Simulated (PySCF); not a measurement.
**Shapes and spin states of IrF₂⁺**

Method: PySCF, PBE0, basis Ir def2-TZVP with ECP60, F def2-TZVP (scalar-relativistic core potentials, no spin–orbit coupling, density fitting).

Relaxations began from a few typed shapes and spin states; open shells are unrestricted. The search is not exhaustive: other isomers or separated fragments can lie lower, and high-lying points may rest on an excited occupation.

```
                                                 spin  group              bonds         angles  imaginary modes (cm⁻¹)  ΔE (kJ/mol)  ΔE with ZPE (kJ/mol)
                                              quintet    D∞h  Ir–F 1.806 Å (×2)  F–Ir–F 180.0°                    none          0.0                   0.0
                                              triplet    C2v  Ir–F 1.756 Å (×2)  F–Ir–F 151.1°                    none         63.9                  63.4
singlet (closed shell, unstable to spin polarisation)    C2v  Ir–F 1.787 Å (×2)  F–Ir–F 138.9°                    none        148.5                 147.8
singlet (closed shell, unstable to spin polarisation)    D∞h  Ir–F 1.795 Å (×2)  F–Ir–F 180.0°                    134i        165.9                     –
```

The lowest minimum found is the quintet D∞h: Ir–F 1.806 Å (×2); F–Ir–F 180.0°.

Formally Ir is in oxidation state +3, d6, with 4 unpaired electrons (the high-spin count). The Mulliken spin on Ir is 3.38. The polar-tensor charge on Ir, 1.95, is below the formal one.

For the lowest minimum: other spin states or occupations of the open shell can lie lower. No spin–orbit coupling is included, which matters more the heavier the element.

The electron or spin density has lower symmetry than the nuclear frame for the singlet (closed shell, unstable to spin polarisation) D∞h at 165.9 kJ/mol.
